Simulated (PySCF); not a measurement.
H5InN2O. Atoms are numbered in the order given.

```xyz
9

In    -0.0374    -0.0203    -0.0107
O      1.7577    -0.7866    -0.5752
H      2.0599    -0.3520    -1.3954
N     -0.5055    -0.4677     1.9498
H     -0.0375    -1.3394     2.2344
H     -1.5134    -0.6172     2.0930
N     -0.9141     1.4456    -1.1885
H     -1.9083     1.5708    -0.9508
H     -0.8928     1.1802    -2.1834
```

Coordinates come from a PBE-D3(BJ)/def2-SVP optimisation. The structure was generated by enumeration; whether it is a known compound was not checked. The def2 effective core potentials stand for the cores of In; spin–orbit coupling is left out. The values are those of a single conformer.

All values below come from B3LYP/def2-TZVP (PySCF).

ESP charges are fitted to the potential on shells at 1.4 to 2.0 van der Waals radii. Atomic charges (e):

```
atom  Mulliken  ESP fit
----  --------  -------
In1       0.87     0.90
O2           ?    -0.76
H3        0.30     0.38
N4           ?    -0.77
H5           ?     0.29
H6           ?     0.24
N7           ?    -0.82
H8           ?     0.29
H9           ?     0.25
```

Question: Some entries are withheld; supply them. (Estimate from the structure and the level; the computed values follow.)

Answer: 
- O2, Mulliken: -0.67
- N4, Mulliken: -0.70
- H5, Mulliken: 0.23
- H6, Mulliken: 0.22
- N7, Mulliken: -0.69
- H8, Mulliken: 0.22
- H9, Mulliken: 0.22
